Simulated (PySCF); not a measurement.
Isomers C4H12O2Si3:

A. `O=C(C(=C)[SiH2]C([SiH3])[SiH3])O`
B. `CC(=O)[SiH2]C([SiH3])([SiH3])C=O`
C. `C[C@@H]([SiH3])O[Si@H](O)C#C[SiH3]`

Spectrum 1. 1H NMR (500 MHz, computed): δ 9.54 (s, 1H), 4.33 (s, 2H), 4.26 (s, 6H), 2.76 (s, 3H). 13C{1H} NMR (computed): δ 252.5 (C), 210.3 (CH), 37.9 (CH3), 31.9 (C).

Spectrum 2. 1H NMR (500 MHz, computed): δ 7.38 (br s, 1H), 6.78 (br s, 1H), 6.24 (br s, 1H), 4.71 (d, 2H), 4.04 (d, 6H), -0.87 (m, 1H). 13C{1H} NMR (computed): δ 175.8 (C), 152.8 (CH2), 144.0 (C), -20.1 (CH).

Spectrum 3. 1H NMR (500 MHz, computed): δ 4.60 (s, 1H), 4.23 (s, 3H), 4.07 (m, 1H), 3.92 (m, 3H), 2.05 (br s, 1H), 1.51 (d, 3H). 13C{1H} NMR (computed): δ 122.5 (C), 106.4 (C), 59.7 (CH), 23.8 (CH3).

Theory: shielding tensors at PBE0/pcSseg-1 (GIAO), coordinates at the GFN2-xTB level, in PySCF (no solvent, single conformer, averaged over atoms made equivalent by symmetry, fast rotation or ring inversion, relativity neglected).

Shifts are taken against calculated references (same method and geometry level): TMS for 1H (σ = 31.72 ppm), 13C (σ = 186.93 ppm). Where no couplings were computed, multiplicities follow the n + 1 count of equivalent neighbours, and m marks all less simple cases (inequivalent or close neighbours, rings, F or P nearby). Acid and N–H amide carbonyl carbons lie up to 10 ppm further downfield in solution (hydrogen bonding). Shifts are as computed. Against solution values, carbons near 30 ppm lie about +3 ppm off and those near 130 ppm about +5 ppm. Of 1211 compounds with measured shifts, 218 miss one by over three times the rms of a fit or turn the order of signals round; such compounds aren't used in these exercises. OH and NH positions are gas-phase values without hydrogen bonding to other molecules.

Which spectrum belongs to which compound?

Answers

1–B, 2–A, 3–C.

- Spectrum 1 (B): 4 13C signals; δC 210.3 is an aldehyde carbonyl carbon; δC 37.9 is a methyl carbon α to a carbonyl.
- Spectrum 2 (A): 4 13C signals; δC 175.8 is a carboxylic acid carbon; δC 152.8 is a β carbon of a C=C–C=O unit.
- Spectrum 3 (C): 4 13C signals; δC 59.7 is an sp3 CH bonded to O and Si; δC 23.8 is a methyl carbon.
